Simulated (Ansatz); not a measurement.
Cartesian coordinates in Å:
```
C 0.4162 -0.4823 -1.9609
N 0.6528 -0.7937 -0.7653
As -0.7199 -0.8486 0.4992
C 0.0617 0.4951 1.6910
H -0.5656 -0.1666 -2.3443
H 1.2308 -0.5139 -2.6918
H -1.6973 0.1137 -0.1990
H 0.9425 0.0590 2.1619
H -0.6663 0.7440 2.4644
H 0.3452 1.3931 1.1447
```

Total charge 0; spin multiplicity 1.

(1) List the PBE0/def2-TZVPP orbital energies in eV (Ansatz 0.2.0). (Best estimate.)

## Answers

(1) Computed: Occupied: -11598.35, -1468.87, -1312.33, -1312.31, -1312.27, -391.49, -279.44, -278.27, -192.23, -138.96, -138.90, -138.77, -45.41, -45.39, -45.29, -45.24, -45.19, -25.29, -20.24, -17.57, -15.69, -12.96, -12.39, -11.75, -11.15, -10.09, -9.24, -7.35, -6.95. Lowest empty: -0.67, 0.51, 0.78, 1.85, 2.36, 2.57, 3.24, 3.31.
